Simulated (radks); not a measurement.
Question: The nitrogen anion N3-, [Ne], held by a Watson sphere: a shell of charge +2.16 at radius R that stands for the Madelung well of a crystal (potential energy -2.16/R inside, -2.16/r outside, in hartree with lengths in bohr). All-electron calculation, scalar-relativistic Kohn-Sham, PBEsol, spin-unpolarised, spherical densities, finite nucleus; Fermi nuclear charge, rms radius of each element as measured or else 0.836 A^(1/3) + 0.57 fm. Program: a radial shooting solver on a logarithmic mesh with Libxc functionals. Response by self-consistent Sternheimer equations with the Hartree and adiabatic LDA kernel, the relativistic mass of each level held fixed and spin-orbit coupling left out. The sphere does not respond.

R (bohr)  e(1s) (eV)  e(2s) (eV)  e(2p) (eV)  <r> 2p (bohr)  sum of <r^2> (bohr^2)  X-ray form factor at sin(theta)/lambda = 0.1 1/angstrom  alpha (bohr^3)
1.76         -369.09     -11.281      -0.284          1.834                  32.81                                                    8.096           44.50
1.82         -369.35     -11.155      -0.238          1.860                  33.74                                                    8.057           47.77

Estimate the row for R = 2.07 bohr.

Answer: e(1s) (eV) -370.33; e(2s) (eV) -10.687; e(2p) (eV) -0.057; <r> 2p (bohr) 1.971; sum of <r^2> (bohr^2) 37.82; X-ray form factor at sin(theta)/lambda = 0.1 1/angstrom 7.895; alpha (bohr^3) 64.69.
